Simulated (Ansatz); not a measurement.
`[CH3][SbH][SiH3]` + H₂O → `[CH3][SbH][OH]` + SiH₄  (formal hydrolysis of the Sb–Si bond)

Isolated molecules relaxed with PBE0-D4/def2-TZVP in Ansatz; ΔE leaves out vibrations. CCSD(T)/CBS adds triple-zeta CCSD(T) − MP2 to the extrapolated MP2 energy (def2 sets, frozen cores). This one scheme is used for every species. Functionals use def2-TZVPP. def2 core potentials past Kr. For Sb outer-core shells are correlated without core-valence functions, which leaves a few kJ/mol of doubt a bond. Each species was taken in one conformer, which may not be the lowest.

```json
{"level": "LDA (SPW92)", "ΔE (kJ/mol)": "36.1"}
{"level": "BHLYP-D4", "ΔE (kJ/mol)": "25.5"}
{"level": "RPA@PBE/def2-TZVPP", "ΔE (kJ/mol)": "17.8"}
{"level": "CCSD(T)/def2-TZVPP", "ΔE (kJ/mol)": "27.0"}
```

Q: What does CCSD(T)/CBS give? (Estimate.)

A: The calculation gave: +28.5 kJ/mol. The listed levels differ from it by 7.6, -3.0, -10.7, -1.5 kJ/mol.

Largest T1 diagnostic among the species: 0.013.

At CCSD(T), def2-SVP lies +4.6 kJ/mol from the extrapolated value and def2-TZVPP −1.6 kJ/mol. From r2SCAN to r2SCAN0 (25 % exact exchange), in def2-TZVPP and without D4, ΔE moves by +7.7 kJ/mol. In def2-TZVPP, CCSD(T) changes the Hartree–Fock value by +13.9 kJ/mol (the triples alone add +0.9 kJ/mol) and MP2 by +17.2 kJ/mol.
